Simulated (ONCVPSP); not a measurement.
Pt (Z = 78), ONCV: configuration errors across variants

ONCVPSP 4.0.1 input, shortened (lines: element, Z, core and valence counts, functional; n l f; lmax; l rc ep ncon nbas qcut; lloc lpopt rc5 dvloc0; l nproj debl; icmod fcfact rcfact), LDA (Perdew-Wang 92), scalar-relativistic:

```
  Pt 78.00   10    3  -001012      upf
    1    0    2.00
    2    0    2.00
    2    1    6.00
    3    0    2.00
    3    1    6.00
    3    2   10.00
    4    0    2.00
    4    1    6.00
    4    2   10.00
    4    3   14.00
    5    0    2.00
    5    1    6.00
    5    2    8.50
    3
    0    1.55    0.00    4    9    7.80
    1    1.50    0.00    5    9    9.20
    2    1.80    0.00    4    8    8.90
    3    1.40    0.20    4    9    6.90
    4    5    1.40    0.00
    0    3    2.70
    1    2    0.80
    2    2    3.30
    3    1    2.30
    3    5.75    1.30
```

In the s channel the program set the typed energies aside and used -4.286, 0.050, 2.750 Ha. In the p channel the program set the typed energies aside and used -2.598, 0.250 Ha.

All-electron excitation energies from the reference (eV): (1) 5s2 5p6 5d9 6s1 -18.218; (2) 5s2 5p6 5d9 -8.682; (3) 5s2 5p6 5d8 11.578; (4) 5s2 5p6 5d8 6s1 6p1 -11.618.

Errors AE − PS in meV (a dash: test not solved or not reliable):

| change | (1) | (2) | (3) | (4) | bound ghosts | GHOST(+) flags above zero |
| --- | --- | --- | --- | --- | --- | --- |
| base | +3.2 | +0.8 | -2.1 | +2.2 | none | s |
| all radii but the core radius scaled by about 0.79 (s 1.22, p 1.18, d 1.42, f 1.10 bohr); local potential polynomial inside 1.10 bohr (lpopt 5, dvloc0 0 Ha) | +3.8 | +0.7 | -1.9 | +4.3 | none | s, f |
| all radii but the core radius scaled by about 0.87 (s 1.36, p 1.30, d 1.58, f 1.22 bohr); local potential polynomial inside 1.22 bohr (lpopt 5, dvloc0 0 Ha) | +3.6 | +0.8 | -2.0 | +3.6 | none | s |
| all radii but the core radius scaled by about 1.09 (s 1.70, p 1.64, d 1.96, f 1.52 bohr); local potential polynomial inside 1.52 bohr (lpopt 5, dvloc0 0 Ha) | +3.0 | +0.8 | -2.1 | +1.6 | none | s |
| all radii but the core radius scaled by about 1.18 (s 1.84, p 1.78, d 2.12, f 1.66 bohr); local potential polynomial inside 1.66 bohr (lpopt 5, dvloc0 0 Ha) | +2.7 | +0.8 | -2.0 | +0.7 | none | none |
| all radii but the core radius scaled by about 1.21 (s 1.88, p 1.82, d 2.18, f 1.70 bohr); local potential polynomial inside 1.70 bohr (lpopt 5, dvloc0 0 Ha) | +2.6 | +0.8 | -1.9 | +0.7 | none | f |
| all radii but the core radius scaled by about 1.32 (s 2.06, p 1.98, d 2.38, f 1.86 bohr); local potential polynomial inside 1.86 bohr (lpopt 5, dvloc0 0 Ha) | +2.2 | +1.4 | -1.1 | +2.8 | none | none |

**Question.** Give the same row for: all radii but the core radius scaled by about 0.96 (s 1.48, p 1.44, d 1.72, f 1.34 bohr); local potential polynomial inside 1.34 bohr (lpopt 5, dvloc0 0 Ha).

**Answer.** +3.4, +0.8, -2.1, +2.8; bound ghosts: none; GHOST(+) flags above zero: s.
